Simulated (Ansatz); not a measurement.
Two isomers of C2H7AlBF: A = `FBC[CH2][AlH2]`, B = `C[BH][Al]([CH3])[F]`.

Calculated with Ansatz (gas phase, PBE0-D4/def2-TZVP geometries, no zero-point term in ΔE). CCSD(T)/CBS is the MP2 limit (def2-TZVPP, def2-QZVPP) plus CCSD(T) − MP2 in def2-TZVPP, frozen cores. Functionals use def2-TZVPP. B3LYP here is the variant with VWN-RPA as its local correlation; programs differ in this. One conformer a species, not always the lowest.

(1) Which isomer does CCSD(T)/CBS put lower? Give the gap. (Estimate.)

(2) Give E(B) − E(A) in kJ/mol with B3LYP, MP2/def2-TZVPP, CCSD/def2-TZVPP, CCSD(T)/def2-TZVPP, PBE0-D4, ωB97M-V, r2SCAN-D4. (Estimate.)

Largest T1 diagnostic: 0.012.

## Answers

(1) Ansatz gave: B, by 80.5 kJ/mol.

(2) Ansatz gave: B3LYP -84.5, MP2/def2-TZVPP -72.3, CCSD/def2-TZVPP -77.7, CCSD(T)/def2-TZVPP -74.7, PBE0-D4 -76.1, ωB97M-V -72.9, r2SCAN-D4 -76.5. None reverses the order clearly.

In def2-TZVPP, CCSD(T) changes the Hartree–Fock value by +4.4 kJ/mol (the triples alone add +3.0 kJ/mol) and MP2 by +6.8 kJ/mol. The D4 term adds +5.4 kJ/mol with B3LYP and +2.6 kJ/mol with PBE0; it sums over pairs of atoms, weighted by their polarisabilities, and B3LYP, whose exchange is more repulsive, gets the larger term.
